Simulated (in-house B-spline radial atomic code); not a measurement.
**PBEsol excitations of Zr4+**

Method: PBEsol. Computed with an all-electron radial atomic-structure program (B-spline basis): linear response of the closed shell [Ar] 3d10 4s2 4p6 with the functional's adiabatic kernel; scalar-relativistic (spin-free one-electron X2C), finite nucleus, no spin-orbit coupling, no double excitations, S, P, D and F terms only; shells from n = 2 respond. Only terms of natural parity with L up to 3 were computed.

Command:
```bash
python run_td.py task.json out
```
Settings (radii: box in bohr, nucleus in fm):
```
Z                        40
electrons                36
configuration            [Ar] 3d10 4s2 4p6
hamiltonian              x2c
method                   pbesol
box_radius               19.1
rms_radius               4.2694
intervals                71
```

Cost of the run: 1.1 s on 1 thread of Intel(R) Xeon(R) Platinum 8488C (Sapphire Rapids) (shared host).

The lowest states, in the order of their Tamm-Dancoff energies; the method's threshold (minus the highest occupied level) is 72.76 eV. Labels give the largest channel, * marks a mixed state, and oscillator strengths are full-response dipole values. Semilocal kernels can invert the small singlet-triplet splittings of Rydberg terms. Energies in eV:

| state | full response | Tamm-Dancoff | oscillator strength |
| --- | --- | --- | --- |
| 4p → 4d 3P | 30.41 | 30.48 | - |
| 4p → 4d 3F | 30.83 | 30.91 | - |
| 4p → 4d 1F | 33.03 | 33.06 | - |
| 4p → 5s 3P | ? | ? | - |
| 4p → 5s 1P | 39.83 | 39.85 | 0.427 |
| 4p → 4d 1P | 40.21 | 41.53 | 5.48 |
| 4p → 5p 3S | 45.08 | 45.10 | - |
| 4p → 5p 3D | 45.55 | 45.56 | - |
| 4p → 5p 1D | 45.87 | 45.87 | - |
| 4p → 5p 1S | ? | ? | - |

**Question.** Where does 4p → 5s 3P lie?

**Answer.** At 39.28 eV in full response, 39.29 eV in Tamm-Dancoff.

**Question.** Where does 4p → 5p 1S lie?

**Answer.** At 47.82 eV in full response, 47.97 eV in Tamm-Dancoff.

**Question.** How large is the singlet-triplet splitting of 4p → 4d (F terms) in Tamm-Dancoff?

**Answer.** 2.15 eV, from the unrounded values.

**Question.** What polarisabilities and dispersion coefficient does the method give?

**Answer.** Dipole 2.993 bohr³, quadrupole 5.935 bohr⁵, C6 10.79 hartree·bohr⁶ for two such species.
